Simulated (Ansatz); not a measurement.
Ansatz (a first-principles code) input (CCSD(T)/def2-SVPD):

Ansatz 0.2 input:
```yaml
crystal:
  periodic: [false, false, false]
  atoms:
    - {symbol: Hg, position_ang: [0.00000000, 0.00000000, 0.00000000]}
    - {symbol: Br, position_ang: [-0.00000000, -0.00000000, -2.42372149]}
    - {symbol: Br, position_ang: [0.00000000, 0.00000000, 2.42372149]}
basis:
  gaussian:
    orbitals: def2-SVPD
total_charge: 1
magnetization: {spin_polarized: true, initial_magnetization: 1}
correlation: {method: ccsd_t, electrons: outside_noble_gas}
output: {forces: true}
```

End of the output:

```
second order -13.87635963 eV of doubles, -0.00000000 eV of singles
coupled cluster: 0.77 GiB planned
cycle   1  -14.17377835 eV  change   -5.2e-7 eV  update   4.0e-6
cycle   2  -14.17377952 eV  change   -1.2e-6 eV  update   2.5e-6
cycle   3  -14.17378001 eV  change   -4.9e-7 eV  update   1.7e-6
cycle   4  -14.17377948 eV  change    5.3e-7 eV  update   6.5e-7
perturbative correction -0.40426074 eV, -0.0148563083 hartree
the calculation of the forces begins
WARN: the results are in doubt because the forces break the atoms' symmetry
Total energy: -144138.35796976 eV, -5296.9869549006 hartree
Atom 0 at     0.000000     0.000000     0.000000 Å, force     0.000000     0.000000    -1.417932 eV/Å
Atom 1 at    -0.000000    -0.000000    -2.423721 Å, force    -0.000000    -0.000000     0.270708 eV/Å
Atom 2 at     0.000000     0.000000     2.423721 Å, force     0.000000    -0.000000     1.147224 eV/Å
Dipole moment:    -0.000000    -0.000000     0.767060 e Å
In doubt: the forces break the atoms' symmetry
```

The spin state was set by rule; other spins were not relaxed.

The program attaches cautions to this result: asymmetric forces.
